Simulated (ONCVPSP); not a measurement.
**Configuration tests for Ba (Z = 56) (ONCV)**

* Element: Ba (Z = 56)
* Generator: ONCVPSP 4.0.1
* Type: optimised norm-conserving Vanderbilt (ONCV)
* Functional: PBE
* Relativity: scalar-relativistic
* Frozen core: [Kr] 4d10
* Valence charge: 10
* Reference configuration: 5s2 5p6 6s2
* Partial waves: 5s+6s: rc 2.30 bohr, ncon 4, nbas 8, qcut 5.6 1/bohr, 2 projectors; 5p: rc 2.95 bohr, ncon 3, nbas 7, qcut 4.8 1/bohr, 1 projector; d scattering state at 0.22 Ha: rc 2.75 bohr, ncon 4, nbas 8, qcut 3.7 1/bohr, 2 projectors, debl 0.3 Ha
* Local potential: polynomial inside 1.85 bohr (lpopt 5, dvloc0 0 Ha)
* Core correction: Teter function, fcfact 2.5, rcfact 1.7

In the d channel the program set the typed energies aside and used 0.050, 0.350 Ha.

Energies are relative to the spin-unpolarised reference configuration 5s2 5p6 6s2; without spin polarisation the order of configurations can differ from experiment.

```csv
valence configuration,charge,ΔE all-electron (eV),error AE − PS (meV)
5s2 5p6 6s1,+1,5.362,-1.6
5s2 5p6 6s1.5,+0.5,2.136,-0.4
5s2 5p6 5d1 6s1,0,1.332,-8.1
```

Problem. What are ΔE and the potential's error for 5s2 5p6 6s0?

Solution. ΔE = 15.344 eV all-electron; the error (AE − PS) is -12 meV.

Levels in the configuration 5s2 5p6 6s1:

```tsv
level	all-electron (eV)	pseudo (eV)
5s	-39.341	-39.336
5p	-24.361	-24.358
6s	-7.584	-7.588
```

Note: no bound ghost flagged; GHOST(+) flagged for s at 96.0 eV.
